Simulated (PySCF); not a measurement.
# `C[C@@H](Cl)COC=C=S`, C5H7ClOS

Molfile (atoms numbered from 1):
```
C5H7ClOS
     RDKit          3D

 15 14  0  0  0  0  0  0  0  0999 V2000
   -2.0961    0.3893   -0.3214 C   0  0  0  0  0  0  0  0  0  0  0  0
   -1.2277   -0.5544    0.4878 C   0  0  1  0  0  0  0  0  0  0  0  0
   -1.7793   -2.2405    0.2598 Cl  0  0  0  0  0  0  0  0  0  0  0  0
    0.2389   -0.4871    0.0777 C   0  0  0  0  0  0  0  0  0  0  0  0
    0.7218    0.7919    0.4288 O   0  0  0  0  0  0  0  0  0  0  0  0
    2.0366    1.0134    0.1195 C   0  0  0  0  0  0  0  0  0  0  0  0
    2.8745    0.1954   -0.4573 C   0  0  0  0  0  0  0  0  0  0  0  0
    3.9349   -0.7246   -1.1449 S   0  0  0  0  0  0  0  0  0  0  0  0
   -3.1292    0.3356    0.0113 H   0  0  0  0  0  0  0  0  0  0  0  0
   -2.0535    0.1353   -1.3781 H   0  0  0  0  0  0  0  0  0  0  0  0
   -1.7302    1.4046   -0.1865 H   0  0  0  0  0  0  0  0  0  0  0  0
   -1.3138   -0.3420    1.5563 H   0  0  0  0  0  0  0  0  0  0  0  0
    0.3419   -0.6482   -1.0049 H   0  0  0  0  0  0  0  0  0  0  0  0
    0.8184   -1.2641    0.5961 H   0  0  0  0  0  0  0  0  0  0  0  0
    2.3584    2.0033    0.4169 H   0  0  0  0  0  0  0  0  0  0  0  0
  1  2  1  0
  2  3  1  0
  2  4  1  0
  4  5  1  0
  5  6  1  0
  6  7  2  0
  7  8  2  0
  1  9  1  0
  1 10  1  0
  1 11  1  0
  2 12  1  1
  4 13  1  0
  4 14  1  0
  6 15  1  0
M  END
```

Computed, not measured: TDDFT wB97X-D/def2-SVPD excited states, vertical, gas phase in PySCF. Geometry: GFN2-xTB.

(1) How strongly do the lowest singlets absorb one photon, and two photons of half the energy?

## Answers

(1) δ for parallel linear polarisation; σ at the peak of a Lorentzian of half width 0.1 eV, single beam; Ω is circular over linear.
```tsv
state	E (eV)	f	photon λ (nm)	δ (au)	σ (GM)	Ω	main
S1	1.59	0.000	1561	0.42	0.00	1.50	HOMO→LUMO 0.99
S2	5.08	0.000	488	0.59	0.01	1.50	HOMO−3→LUMO 0.77, HOMO−6→LUMO 0.10
S3	5.67	0.015	437	6.98	0.08	0.82	HOMO→LUMO+2 0.49, HOMO−4→LUMO 0.44
S4	5.78	0.003	429	79.6	0.97	1.50	HOMO→LUMO+1 0.81
S5	6.56	0.586	378	148	2.34	0.26	HOMO→LUMO+2 0.42, HOMO−4→LUMO 0.34
```

Among these, the strongest one-photon state is S5, the strongest two-photon state S5, with a dipole change of 1.7 D (relaxed, norm of the difference vector).
